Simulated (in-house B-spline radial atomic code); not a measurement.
C⁻. Computed with a B-spline radial atomic code. Model: all-electron spherical atom, spin shells full or empty, radial basis limit, no spin-orbit coupling: exact exchange with a local potential (Slater, KLI or optimised effective potential, whose far tail is KLI's), no correlation.

Anion configuration assumed.

Exchange potential has not reached -1/r at the last radius.

The run also made RPA and GW results, which its time includes.

The Slater potential averages the orbital exchange potentials with the orbital densities as weights, KLI adds orbital constants, and the optimised effective potential minimises the exact-exchange energy among local potentials. So their energies lie above Hartree-Fock in the order OEP, KLI, Slater. All fall off as −1/r, unlike LDA and GGA exchange.

Command:
```bash
python run_gw.py task.json out
```
Settings (lengths in bohr, energies in hartree):
```
Z                      6
electrons              7
configuration          [He] 2s2 2p3
hamiltonian            nr
method                 oep
lmax                   9
spin_polarised         True
box_radius             60
intervals              70
```

Cost of the run: 4.3 s on 1 thread of Arm Neoverse N1, on a shared host.

Given: hamiltonian non-relativistic; mean-field start exchange-only OEP.

Computed: energy above Hartree-Fock 1.1445 millihartree; virial ratio -E/T less 1 0.

| radius (bohr) | r times exchange potential up (hartree bohr) | r times exchange potential down (hartree bohr) |
| --- | --- | --- |
| 0.00833 | -0.038449 | -0.039831 |
| 0.0101 | -0.04658 | -0.048254 |
| 0.0123 | -0.056656 | -0.05869 |
| 0.0149 | -0.068516 | -0.070977 |
| 0.0181 | -0.083019 | -0.086002 |
| 0.0219 | -0.10009 | -0.10368 |
| 0.0266 | -0.12094 | -0.1253 |
| 0.0323 | -0.14578 | -0.15105 |
| 0.0392 | -0.17509 | -0.18145 |
| 0.0476 | -0.20955 | -0.21722 |
| 0.0578 | -0.24939 | -0.25862 |
| 0.0702 | -0.29465 | -0.30574 |
| 0.0852 | ? | ? |
| 0.103 | -0.39673 | -0.41253 |
| 0.125 | -0.45096 | -0.46986 |
| 0.152 | -0.50297 | -0.52566 |
| 0.185 | -0.54705 | -0.57466 |
| 0.224 | -0.57547 | -0.61032 |
| 0.272 | -0.58089 | -0.62837 |
| 0.33 | -0.55047 | -0.62151 |
| 0.401 | -0.47227 | -0.57768 |
| 0.487 | -0.38979 | -0.46825 |
| 0.591 | -0.45075 | -0.31963 |
| 0.717 | -0.62951 | -0.39663 |
| 0.87 | -0.78492 | -0.58389 |
| 1.06 | -0.92095 | -0.69143 |
| 1.28 | -1.0432 | -0.77063 |
| 1.56 | -1.1518 | -0.8465 |
| 1.89 | -1.2231 | -0.90669 |
| 2.29 | -1.2541 | -0.94955 |
| 2.78 | -1.2476 | -0.97624 |
| 3.38 | -1.2134 | -0.99043 |
| 4.1 | ? | ? |
| 4.98 | -1.1184 | -0.99914 |
| 6.04 | -1.079 | -0.99977 |
| 7.33 | -1.0507 | -1 |
| 8.9 | -1.0324 | -1 |

Problem. What belongs in the row 0.0852?

Solution. r times exchange potential up (hartree bohr): -0.34453; r times exchange potential down (hartree bohr): -0.35782.

Problem. What belongs in the row 4.1?

Solution. r times exchange potential up (hartree bohr): -1.1662; r times exchange potential down (hartree bohr): -0.99674.

```
occupied  level (hartree)  Hartree-Fock level (hartree)
   1s up          -9.8034                       -10.975
 1s down          -9.9513                       -10.927
   2s up         -0.38464                      -0.52554
 2s down                ?                             ?
   2p up        -0.077878                     -0.078118
```

Problem. What belongs in the row 2s down?

Solution. level (hartree): -0.21257; Hartree-Fock level (hartree): -0.21288.

The highest level, 2p up, differs from Hartree-Fock by +0.0065 eV and the deepest, 1s down, by +26.5 eV: a local potential can match the highest level but can't give each shell its own exchange.
